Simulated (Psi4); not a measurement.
trifluoroacetic acid (C2HF3O2), singlet, at a GFN2-xTB geometry. Base run: Psi4 with SVWN/STO-3G.

Geometry (Å):
```xyz
8

O      1.5812    -0.8482     0.3890
C      0.9435     0.2322    -0.0106
O      1.4249     1.2759    -0.3201
C     -0.5907    -0.0482    -0.0253
F     -1.0281    -0.3849     1.1922
F     -1.2763     1.0185    -0.4237
F     -0.8856    -1.0567    -0.8517
H      2.5454    -0.7178     0.4133
```
Charge 0, spin multiplicity 1.
All else is at Psi4's defaults (density fitting).
Base energy -516.77241 Eh.

Each row names what was changed in the base input (with any setting that the change needs).

```json
[
 {"change": "base", "ΔE vs base (µEh)": "0.0", "SCF cycles": "9", "grid points": "169588", "basis functions": "36"},
 {"change": "ints_tolerance = 1e-8", "ΔE vs base (µEh)": "0.0", "SCF cycles": "9", "grid points": "169588", "basis functions": "36"},
 {"change": "d_convergence = 1e-4", "ΔE vs base (µEh)": "0.0", "SCF cycles": "8", "grid points": "169588", "basis functions": "36"},
 {"change": "d_convergence = 1e-8", "ΔE vs base (µEh)": "0.0", "SCF cycles": "12", "grid points": "169588", "basis functions": "36"},
 {"change": "dft_nuclear_scheme = becke", "ΔE vs base (µEh)": "22.3", "SCF cycles": "9", "grid points": "169248", "basis functions": "36"},
 {"change": "dft_radial_scheme = becke", "ΔE vs base (µEh)": "0.7", "SCF cycles": "9", "grid points": "148385", "basis functions": "36"},
 {"change": "df_basis_scf = def2-universal-jkfit", "ΔE vs base (µEh)": "0.0", "SCF cycles": "9", "grid points": "169588", "basis functions": "36"},
 {"change": "diis_max_vecs = 15", "ΔE vs base (µEh)": "0.0", "SCF cycles": "9", "grid points": "169588", "basis functions": "36"},
 {"change": "e_convergence = 1e-8", "ΔE vs base (µEh)": "0.0", "SCF cycles": "10", "grid points": "169588", "basis functions": "36"},
 {"change": "dft_radial_points = 99", "ΔE vs base (µEh)": "0.1", "SCF cycles": "9", "grid points": "223880", "basis functions": "36"},
 {"change": "dft_radial_scheme = mura", "ΔE vs base (µEh)": "0.3", "SCF cycles": "9", "grid points": "172254", "basis functions": "36"},
 {"change": "guess = huckel", "ΔE vs base (µEh)": "0.0", "SCF cycles": "13", "grid points": "169588", "basis functions": "36"},
 {"change": "dft_pruning_scheme = treutler", "ΔE vs base (µEh)": "-102", "SCF cycles": "9", "grid points": "92526", "basis functions": "36"}
]
```
